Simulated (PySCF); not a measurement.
Delta-SCF ions had no search for a lower state. Excitations are Tamm–Dancoff values on a coarser integration grid. The basis has no diffuse functions, so Rydberg states are missing or too high.

C₄H₆BN, SMILES `BC/C=C/C#N` (charge 0, multiplicity 1)

Computed with TPSSh-D3(BJ)/def2-TZVP // CAM-B3LYP-D3(BJ)/def2-TZVP (PySCF 2.14.0).

| Item | Value |
|---|---|
| HOMO | -7.19 eV |
| dipole moment | 4.78 D |
| HOMO–LUMO gap | 4.93 eV |
| LUMO | -2.26 eV |
| S1 excitation (TDA) | 4.51 eV |
| S1 oscillator strength | 0.001 |
| brightest of the four lowest singlets (TDA) | 6.36 eV |
| T1 excitation (TDA) | 3.78 eV |
| S1–T1 gap (TDA) | 0.73 eV |
| vertical ionisation energy (Delta-SCF) | 9.68 eV |
| total energy | -235.6920 Ha |
| cost | around 13 core-minutes (rough) |

```xyz
12

B     -2.0206     0.7469     0.0675
C     -1.0031    -0.4244    -0.0467
C      0.4015    -0.0559    -0.3557
C      1.4504    -0.4050     0.3815
C      2.7785     0.0013     0.0621
N      3.8539     0.3179    -0.1788
H     -3.0665     0.5665     0.6061
H     -1.7953     1.8009    -0.4389
H     -1.0681    -1.1314     0.7821
H     -1.4338    -0.9609    -0.9144
H      0.5648     0.5639    -1.2311
H      1.3381    -1.0197     1.2663
```
Charge 0, spin multiplicity 1.
